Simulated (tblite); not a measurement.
C₆H₁₁BFN.
SMILES with atom numbers: `[BH2:1][N:2]1[CH2:3][CH2:4]/[C:5](=[CH:6]/[CH2:7][F:8])[CH2:9]1` (hydrogens: H10, H11 on B1; H12, H13 on C3; H14, H15 on C4; H16 on C6; H17, H18 on C7; H19, H20 on C9)

Computed with GFN2-xTB (tblite), gas phase: L-BFGS steps from a force-field or distance-geometry start until the largest atomic force falls under 0.01 eV/Å.

Step 16: E = -743.3961 eV
```
atom  x, y, z in Å  |  force x, y, z in eV/Å
B1     -2.2819    1.7073    0.4665   -0.025   0.017  -0.030
N2     -1.4112    0.8451   -0.3260   -0.032   0.004   0.014
C3     -1.8746   -0.5370   -0.4339   -0.005   0.017   0.035
C4     -0.6265   -1.3763   -0.7123   -0.004  -0.005  -0.045
C5      0.5103   -0.5287   -0.2272    0.045  -0.016   0.027
C6      1.7732   -0.9030   -0.0946    0.057   0.004  -0.002
C7      2.8694   -0.0056    0.3898    0.017   0.017   0.010
F8      4.0614   -0.6874    0.4363   -0.035   0.026  -0.004
C9     -0.0202    0.8318    0.1083   -0.028   0.020   0.017
H10    -2.8223    2.6119   -0.0425   -0.025   0.010   0.001
H11    -2.4386    1.4740    1.6152    0.009   0.057  -0.014
H12    -2.3682   -0.8865    0.4877   -0.005   0.006   0.053
H13    -2.6037   -0.5944   -1.2459   -0.026  -0.021   0.014
H14    -0.6661   -2.3358   -0.2007    0.021  -0.067  -0.008
H15    -0.5247   -1.5617   -1.7801    0.053  -0.023  -0.099
H16     2.0883   -1.9044   -0.3438   -0.009  -0.029  -0.010
H17     3.0254    0.8549   -0.2765   -0.022  -0.049   0.003
H18     2.6825    0.3665    1.4068   -0.023  -0.029  -0.026
H19     0.0983    1.0183    1.1907    0.006   0.020   0.048
H20     0.5241    1.6217   -0.4209    0.032   0.041   0.014
```

Step 17: E = -743.3974 eV
```
atom  x, y, z in Å  |  force x, y, z in eV/Å
B1     -2.2825    1.7092    0.4643   -0.036   0.028  -0.006
N2     -1.4126    0.8438   -0.3250   -0.011  -0.008   0.052
C3     -1.8766   -0.5384   -0.4295    0.026   0.000   0.009
C4     -0.6282   -1.3757   -0.7150    0.028  -0.019  -0.038
C5      0.5104   -0.5308   -0.2271    0.029  -0.007   0.033
C6      1.7743   -0.9026   -0.0943    0.023   0.004  -0.006
C7      2.8699   -0.0040    0.3907    0.006  -0.003   0.001
F8      4.0603   -0.6876    0.4357   -0.008   0.019   0.003
C9     -0.0215    0.8295    0.1104   -0.003   0.011   0.016
H10    -2.8224    2.6114   -0.0491   -0.031   0.012  -0.005
H11    -2.4416    1.4856    1.6160    0.026   0.050  -0.044
H12    -2.3663   -0.8906    0.4944    0.006   0.025   0.019
H13    -2.6044   -0.5979   -1.2426   -0.050  -0.015   0.037
H14    -0.6668   -2.3383   -0.2094    0.022  -0.068  -0.009
H15    -0.5270   -1.5545   -1.7847    0.046  -0.017  -0.078
H16     2.0912   -1.9038   -0.3440   -0.011  -0.016  -0.008
H17     3.0280    0.8559   -0.2754   -0.032  -0.042  -0.005
H18     2.6852    0.3686    1.4078   -0.033  -0.032  -0.022
H19     0.0994    1.0138    1.1936   -0.009   0.026   0.022
H20     0.5259    1.6169   -0.4198    0.011   0.050   0.028
```

Step 18: E = -743.3986 eV
```
atom  x, y, z in Å  |  force x, y, z in eV/Å
B1     -2.2838    1.7115    0.4623   -0.034   0.031   0.009
N2     -1.4141    0.8427   -0.3235    0.014  -0.018   0.069
C3     -1.8779   -0.5398   -0.4256    0.048  -0.022  -0.017
C4     -0.6289   -1.3756   -0.7182    0.051  -0.029  -0.023
C5      0.5108   -0.5326   -0.2265    0.001   0.003   0.026
C6      1.7758   -0.9024   -0.0942   -0.018  -0.005  -0.010
C7      2.8704   -0.0028    0.3915   -0.008  -0.026  -0.009
F8      4.0593   -0.6874    0.4352    0.027   0.007   0.011
C9     -0.0226    0.8278    0.1126    0.023   0.000   0.017
H10    -2.8235    2.6114   -0.0546   -0.038   0.016  -0.016
H11    -2.4438    1.4968    1.6159    0.037   0.042  -0.053
H12    -2.3643   -0.8935    0.5006    0.021   0.036  -0.014
H13    -2.6056   -0.6014   -1.2391   -0.060  -0.007   0.061
H14    -0.6668   -2.3416   -0.2172    0.023  -0.047  -0.024
H15    -0.5276   -1.5488   -1.7901    0.034  -0.006  -0.034
H16     2.0933   -1.9036   -0.3444   -0.009  -0.001  -0.007
H17     3.0294    0.8560   -0.2746   -0.037  -0.022  -0.018
H18     2.6866    0.3697    1.4082   -0.040  -0.029  -0.010
H19     0.1001    1.0105    1.1966   -0.021   0.029  -0.003
H20     0.5279    1.6137   -0.4182   -0.015   0.047   0.043
```

Q: Estimate the geometry and energy of step 19. (The exact step hangs on the optimiser's Hessian estimate; all steps are aligned on step 18, rigid shifts and turns removed.)

A: E = -743.4002 eV, largest force 0.102 eV/Å
```
atom  x, y, z in Å  |  force x, y, z in eV/Å
B1     -2.2860    1.7147    0.4596   -0.018   0.027   0.013
N2     -1.4156    0.8410   -0.3201    0.041  -0.026   0.065
C3     -1.8786   -0.5418   -0.4212    0.060  -0.043  -0.042
C4     -0.6289   -1.3761   -0.7225    0.061  -0.033  -0.001
C5      0.5114   -0.5348   -0.2253   -0.032   0.013   0.009
C6      1.7775   -0.9023   -0.0942   -0.059  -0.018  -0.012
C7      2.8708   -0.0019    0.3922   -0.020  -0.048  -0.018
F8      4.0585   -0.6868    0.4350    0.062  -0.006   0.020
C9     -0.0236    0.8259    0.1156    0.044  -0.012   0.020
H10    -2.8256    2.6118   -0.0615   -0.046   0.016  -0.033
H11    -2.4456    1.5112    1.6149    0.044   0.034  -0.041
H12    -2.3616   -0.8963    0.5080    0.043   0.037  -0.048
H13    -2.6083   -0.6058   -1.2334   -0.060   0.003   0.083
H14    -0.6661   -2.3464   -0.2272    0.026  -0.011  -0.045
H15    -0.5274   -1.5423   -1.7973    0.021   0.009   0.027
H16     2.0956   -1.9036   -0.3450   -0.008   0.013  -0.007
H17     3.0303    0.8555   -0.2742   -0.039   0.003  -0.032
H18     2.6874    0.3704    1.4085   -0.046  -0.022   0.006
H19     0.1006    1.0073    1.2003   -0.029   0.029  -0.022
H20     0.5300    1.6110   -0.4152   -0.045   0.036   0.056
```

The energy changes by -0.0016 eV. The first-order estimate −F·Δx gives -0.0020 eV and the mean of the old and new forces, exact on a quadratic surface, -0.0016 eV. The step makes an angle of 71° with the force vector and moves no atom by more than 0.015 Å.

What follows is the cost of the whole relaxation. Time: 0.71 s of wall time. Hardware: one thread, Arm Neoverse V1 (aarch64), shared host with 32 logical CPUs at a one-minute load of 11.
